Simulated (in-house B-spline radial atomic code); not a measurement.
A fraction x of an electron is removed from 4f in the praseodymium ion Pr³⁺, starting from [Xe] 4f2 and keeping the highest spin. Method: scalar-relativistic (X2C) CAM-B3LYP, spin-polarised, spherical fractional occupations, Fermi nucleus of rms radius 4.8919 fm. Calculated with an all-electron radial atomic-structure program (B-spline basis).

Caution: exact exchange at fractional occupations of open shells leaves self-interaction of up to several eV.

```tsv
x	E(x) - E(0) (eV)	4f up level (eV)
0	0.0000	-28.394
0.05	1.4397	-29.194
0.21	6.3178	-31.793
0.34	10.5905	-33.948
0.44	14.0694	-35.632
0.5	16.2379	-36.653
0.51	16.6053	-36.824
0.73	25.1242	-40.638
0.76	26.3512	-41.166
0.94	34.0486	-44.371
1	36.7433	-45.454
```

The exact functional would give a straight line between the two integer points. Deviations E(x) - E(0) - x[E(1) - E(0)], in eV: -0.397 at x = 0.05, -1.398 at x = 0.21, -1.902 at x = 0.34, -2.098 at x = 0.44, -2.134 at x = 0.5, -2.134 at x = 0.51, -1.698 at x = 0.73, -1.574 at x = 0.76, -0.49 at x = 0.94.

The curve lies below the straight line by up to 2.134 eV (at x = 0.5): convex, the delocalisation error, to which spherically averaged exact exchange adds.

Problem. How well does Slater's transition state (minus the level at half occupation) give the ionisation energy?

Solution. It gives 36.653 eV against 36.743 eV from the two total energies; NIST lists 38.98 eV, ground level to ground level. The end point has an open shell averaged over its orbitals, so its exact exchange keeps a self-interaction and this is no true integer point.
